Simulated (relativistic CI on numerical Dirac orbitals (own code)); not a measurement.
## One change at a time: Cs³¹⁺

Base calculation: Dirac-Coulomb-Breit CI, KLI orbitals optimised for each configuration, a model potential for QED, unscaled Slater integrals.

CI space (outside the closed core [Ne]): 3s2 3p6 3d6, 3s2 3p5 3d7, 3s2 3p4 3d8, 3s 3p6 3d7, 3p6 3d8, 3s 3p5 3d8, 3s2 3p6 3d5 4s, 3s2 3p6 3d5 4p, 3s2 3p6 3d5 4d, 3s2 3p4 3d7 4s, 3s2 3p4 3d7 4p, 3s2 3p5 3d6 4s, 3s2 3p6 3d5 4f, 3s2 3p4 3d7 4d, 3s 3p5 3d7 4s, 3s2 3p5 3d6 4p, 3s2 3p6 3d4 4s2, 3s2 3p5 3d6 4d, 3s 3p6 3d6 4s, 3p6 3d7 4s, 3s2 3p6 3d5 5s, 3s2 3p6 3d5 5p, 3p6 3d7 4d, 3s2 3p6 3d5 6s. Levels of other configurations are missing.

The lowest level and the first level of each name with at least 55 % of one term (blank where a level has no safe partner in the second run):

| Level | Base (cm⁻¹) | Shift (cm⁻¹) |
| --- | --- | --- |
| 3s2 3p6 3d6 5D_4 | 0 | 0 |
| 3s2 3p6 3d6 5D_3 | 91545 | -1 |
| 3s2 3p6 3d6 5D_1 | 113826 | +1 |
| 3s2 3p6 3d6 3G_5 | 165903 | -4 |
| 3s2 3p6 3d6 3H_6 | 166870 | -6 |
| 3s2 3p6 3d6 3D_1 | 258205 | +3 |
| 3s2 3p6 3d6 3P_0 | 275238 | +6 |
| 3s2 3p6 3d6 3H_5 | 291778 | -5 |
| 3s2 3p6 3d6 1I_6 | 317191 | -8 |
| 3s2 3p6 3d6 3P_1 | 355165 | +4 |
| 3s2 3p6 3d6 1G_4 | 365752 | -1 |
| 3s2 3p5 3d7 5G°_6 | 1808693 | +1795 |
| 3s2 3p5 3d7 3D°_3 | 1876316 | +1802 |
| 3s2 3p5 3d7 5G°_5 | 1944327 | +1796 |

At this charge energies of transitions that change n are usually good to better than 1 %, and those within a shell (Δn = 0) to a few per cent. Terms inside the open d or f shell come out 10 to 20 % too wide with unscaled integrals.

Q: One thing was changed in a second run, which moved the levels as shown. Which?
A. QED terms removed
B. Breit term removed
C. only the first configuration
D. configuration mixing switched off
E. P86 correlation estimate

A: E. P86 correlation estimate. A correlation estimate moves all levels of a configuration together before mixing; mixed levels move by a weighted share.

LS names give the leading component of a level, which can be under half, so a name can repeat, a term be missing and a line seem to break the LS rules.
